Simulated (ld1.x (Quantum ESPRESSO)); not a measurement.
# Logarithmic derivatives: fluorine (F), ultrasoft

```
Element                 : F (Z = 9)
Generator               : ld1.x (Quantum ESPRESSO) 7.5
Type                    : ultrasoft
Functional              : PBE
Relativity              : scalar-relativistic
Frozen core             : [He]
Valence charge          : 7
Reference configuration : 2s2 2p4 (charge +1)
Partial waves           : 2s (bound): rcut 0.65, rcutus 0.70 bohr; 2s channel at -2.5 Ry: rcut 0.65, rcutus 0.70 bohr; 2p (bound): rcut 0.70, rcutus 0.95 bohr; 2p channel at -0.8 Ry: rcut 0.70, rcutus 0.95 bohr; 3d channel at 0.4 Ry: rcut 0.90, rcutus 1.00 bohr; 3d channel at 2.7 Ry: rcut 0.90, rcutus 1.00 bohr
Local potential         : all-electron potential smoothed inside 0.95 bohr (lloc = -1)
Core correction         : none
Augmentation charge     : PSQ, inside the norm-conserving radii
```

The phase is arctan(r·u′/u) with u = r·R(r), unwrapped; energies in Ry, scanned from -5 to 5 Ry. A pole is an energy at which the radial function vanishes at the test radius. The pseudo phase is shifted by a multiple of π to meet the all-electron one at the reference energy, and phase errors are pseudo minus all-electron; the curves can meet again beyond the range given. Levels narrower than the energy grid can be missing from the lists of poles.

Question: For each channel, where are the poles, and over which energies does the pseudopotential scatter like the atom?

Answer:

```tsv
channel	radius (bohr)	reference energy (Ry)	poles, all-electron	poles, pseudo	unbroken range about the reference energy with phases within 0.05 rad	phase error 1 Ry above the reference energy (rad)
s	1.10	-3.48	1.44	1.43	the whole range	-0.000
p	1.10	-2.08	1.58	1.58	the whole range	+0.000
d	1.10	0.40	none	none	the whole range	+0.000
```

Phases in the p channel:

```csv
E (Ry),all-electron,pseudo
-5.00,0.887,0.887
-4.48,0.775,0.775
-3.96,0.610,0.609
-3.44,0.358,0.358
-2.92,-0.006,-0.006
-2.40,-0.435,-0.435
-1.88,-0.804,-0.804
-1.36,-1.059,-1.059
-0.84,-1.229,-1.229
-0.32,-1.345,-1.345
0.20,-1.428,-1.429
0.72,-1.492,-1.492
1.24,-1.542,-1.542
1.76,-1.584,-1.584
2.28,-1.620,-1.620
2.80,-1.652,-1.652
3.32,-1.681,-1.681
3.84,-1.708,-1.708
4.36,-1.734,-1.734
4.88,-1.760,-1.760
```
